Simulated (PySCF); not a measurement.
An unknown is described by computed data only.

Formula: C4H15O2PSi2.

* NMR, other nuclei: isotropic shieldings of nuclei other than C and H, by class: 239 (1 O), 287 (1 O), 371 (1 Si), 393 (1 Si), 609 (1 P) ppm [GIAO PBE0/pcSseg-1]
* Rotational structure: rotational constants A, B, C: 0.978, 0.682, 0.553 GHz [GFN2-xTB]
* 13C NMR: chemical shifts (computed TMS as zero) by class: 72.9 (1 C), 36.8 (1 C), 25.1 (1 C), 14.5 (1 C) ppm [GIAO PBE0/pcSseg-1]
* 1H NMR: chemical shifts (computed TMS as zero) by class: 5.79 (1 H), 5.17 (3 H), 3.89 (1 H), 1.50 (1 H), 1.38 (1 H), 1.28 (3 H), 1.27 (3 H), 0.93 (2 H) ppm [GIAO PBE0/pcSseg-1]
* Dipole: 1.41 D [PBE0/pcSseg-1]

The electronic properties come from PySCF, for the isolated species, density fitting. Levels stand in brackets. Isolated species at its GFN2-xTB geometry (one conformer only). GFN2-xTB frequencies show an imaginary mode (52i cm⁻¹), so this geometry is no minimum at that level. Each NMR value is the plain mean over a class of atoms that symmetry, rotation or inversion makes alike.

**Question.** Propose a structure and show how it fits.

**Answer.** Numbering: `[CH3:1][CH2:2][C@@H:3]([CH3:4])[O:5][Si@@H:6]([PH2:7])[O:8][SiH3:9]`. 4 carbons fall into 4 classes; from least to most shielded: sp3 carbon bound to oxygen [C3] (72.9 ppm), chain CH2 carbon [C2] (36.8 ppm), methyl carbon [C4] (25.1 ppm), methyl carbon [C1] (14.5 ppm). Hydrogen classes from least to most shielded: 1 H on an oxygen-bound silicon, Si6 (5.79 ppm), 3 H on an oxygen-bound silicon, Si9 (5.17 ppm), 1 H on an sp3 carbon bound to oxygen, C3 (3.89 ppm), 1 H on a chain CH2 carbon, C2 (1.50 ppm), 1 H on a chain CH2 carbon, C2 (1.38 ppm), 3 H on a methyl carbon, C1 (1.28 ppm, a mean of values up to 0.8 ppm apart in this geometry), 3 H on a methyl carbon, C4 (1.27 ppm, a mean of values up to 0.6 ppm apart in this geometry), 2 H on a three-coordinate phosphorus, P7 (0.93 ppm). The other shieldings belong to: 239 ppm, silyl ether oxygen [O5]; 287 ppm, siloxane oxygen [O8]; 371 ppm, oxygen-bound silicon [Si6]; 393 ppm, oxygen-bound silicon [Si9]; 609 ppm, three-coordinate phosphorus [P7]. The optimised geometry has point group C1 and is an asymmetric top. Structure: `O([C@H](C)CC)[Si@@H](P)O[SiH3]`. The assignments are read from this structure; whether some other isomer fits the data as well wasn't checked. The mirror image fits equally.
